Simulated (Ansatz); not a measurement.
A structure relaxed at PBE0-D4/def2-TZVP, charge 0, multiplicity 1:

Cartesian coordinates in Å:
```
B 0.2609 -1.3734 1.3086
Si 1.1905 -1.1195 -0.4590
C 1.2900 0.7096 -0.8536
Al -0.5307 1.4062 -0.8601
C -1.7631 0.6949 0.4857
H 0.6246 -0.7312 2.2544
H -0.5929 -2.1871 1.5046
H 0.4804 -1.8159 -1.5757
H 2.5337 -1.7725 -0.3431
H 1.8348 0.9091 -1.7797
H 1.8365 1.1915 -0.0314
H -1.0507 2.4549 -1.9362
H -1.2757 0.2182 1.3495
H -2.4150 1.4712 0.8995
H -2.4232 -0.0560 0.0366
```

Q: Give its formula and SMILES.

A: C2H10AlBSi, `B[SiH2][CH2][AlH][CH3]`.

Q: Point group (tolerance 0.08 Å, 0.16 Å for H)?

A: C1.

Q: Summarise the bond lengths by kind.

A: 1 × B–Si 2.013 Å; 2 × B–H 1.196 to 1.200 Å; 1 × C–Si 1.874 Å; 2 × H–Si 1.495 to 1.498 Å; 2 × Al–C 1.949 to 1.959 Å; 5 × C–H 1.093 to 1.100 Å; 1 × Al–H 1.590 Å.

Results of the Gaussian-basis code of Ansatz.
